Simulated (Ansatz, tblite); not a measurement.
Cost and result up the ladder for Sn(OAc)Me3 (C5H12O2Sn) (20 atoms). Total charge 0; singlet. Geometry: r2SCAN-D4/def2-SVP.

```xyz
20

Sn    0.288    0.847    0.062
O    -1.168   -0.679    0.092
C    -0.517   -1.792   -0.143
C    -1.369   -3.033   -0.170
O     0.700   -1.802   -0.326
H    -0.752   -3.918   -0.362
H    -2.140   -2.932   -0.948
H    -1.898   -3.137    0.789
C     1.088    0.964   -1.926
H     1.932    0.270   -2.024
H     1.410    1.991   -2.156
H     0.302    0.672   -2.638
C     1.633    0.516    1.701
H     2.045    1.470    2.064
H     2.443   -0.152    1.382
H     1.077    0.037    2.520
C    -1.086    2.459    0.467
H    -1.588    2.289    1.431
H    -1.848    2.509   -0.324
H    -0.552    3.420    0.509
```

Ansatz on 4 threads of Intel Xeon on a shared host; xTB runs through tblite on one thread. Times are rough, summed over both states, and most runs start from the orbitals of an earlier one. r2SCAN0-D4/def2-TZVP serves as the yardstick here, not as an exact answer. The other state is a doublet.

In the def2 sets Sn takes a core potential; there is no spin–orbit coupling. The xTB rows come from tblite.

Raw xTB energies of ions are shifted by several eV.

| level | functions | wall time | vertical IE (eV) | difference from r2SCAN0-D4/def2-TZVP (eV) |
| --- | --- | --- | --- | --- |
| GFN2-xTB | 49 | 0.098 s | 13.36 | 4.07 |
| GFN1-xTB | 61 | 0.12 s | 14.44 | 5.15 |
| PBE-D4/def2-TZVP (with forces) | 339 | 28 s | 8.74 | -0.55 |
| PBE0-D4/def2-TZVP | 339 | 87 s | 9.21 | -0.08 |
| r2SCAN0-D4/def2-TZVP | 339 | 1.7 min | 9.29 | 0.00 |
